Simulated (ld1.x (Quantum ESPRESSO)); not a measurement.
What one change does to a pseudopotential (C (Z = 6), TM)

* Element: C (Z = 6)
* Generator: ld1.x (Quantum ESPRESSO) 7.5
* Type: norm-conserving Troullier–Martins (Kleinman–Bylander form)
* Functional: PBEsol
* Relativity: non-relativistic
* Frozen core: [He]
* Valence charge: 4
* Reference configuration: 2s2 2p2
* Partial waves: 2s (bound): rc 1.00 bohr; 2p (bound): rc 2.15 bohr
* Local potential: all-electron potential smoothed inside 1.40 bohr (lloc = -1)
* Core correction: Bessel-smoothed model core, default radius (core density twice the valence density)

All-electron outer shells of the reference configuration (PBEsol, non-relativistic, ld1.x):

```json
{"shell": "2s", "level (eV)": "-13.64", "outermost node (bohr)": "0.38", "outermost maximum (bohr)": "1.22"}
{"shell": "2p", "level (eV)": "-5.24", "outermost node (bohr)": "–", "outermost maximum (bohr)": "1.20"}
```

Change: all radii but the core radius scaled by about 1.14 (s 1.14, p 2.46 bohr); local potential all-electron potential smoothed inside 1.60 bohr (lloc = -1).

Cutoffs: the cutoffs (Ry, on a coarse ladder) from which the occupation-weighted sum of valence levels, in a spherical-Bessel basis at the reference potential, stays within 10 and 1 mRy of its value at 400 Ry; they do not see the model core or the augmentation charge, which bear on the density cutoff. Errors are all-electron minus pseudo energies relative to the spin-unpolarised reference configuration.

Task: What does the change do?

Result: The potential gets neither clearly harder nor softer (35 Ry and 90 Ry → 35 Ry and 90 Ry); the s channel sets the loose cutoff, while the largest relative change is in p, which becomes softer; of the 7 tests that both files solve, the error grows in 7 and shrinks in 0 by more than 15 % and 0.3 meV (median size 32.5 → 60.5 meV); neither file shows a bound ghost. More of the atom is replaced by a form fitted at one configuration, so other configurations suffer.

| quantity | base | changed |
| --- | --- | --- |
| cutoff, loose | 35 Ry | 35 Ry |
| cutoff, tight | 90 Ry | 90 Ry |
| loose cutoff by channel (10 mRy a level) | s 30 Ry, p 25 Ry | s 30 Ry, p 18 Ry |
| bound ghosts | none | none |
| error for 2s2 2p1, meV [ΔE 10.79 eV] | +32 | +60 |
| error for 2s2 2p0, meV [ΔE 34.81 eV] | +323 | +557 |
| error for 2s1 2p0, meV [ΔE 82.76 eV] | +672 | +1106 |
| error for 2s1 2p2, meV [ΔE 19.49 eV] | -35 | -69 |
| error for 2s2 2p2.3, meV [ΔE -1.14 eV] | +0.3 | +0.7 |
| error for 2s1 2p3, meV [ΔE 8.41 eV] | -4.0 | -13 |
| error for 2s2 2p1.5, meV [ΔE 3.93 eV] | +4.4 | +8.5 |
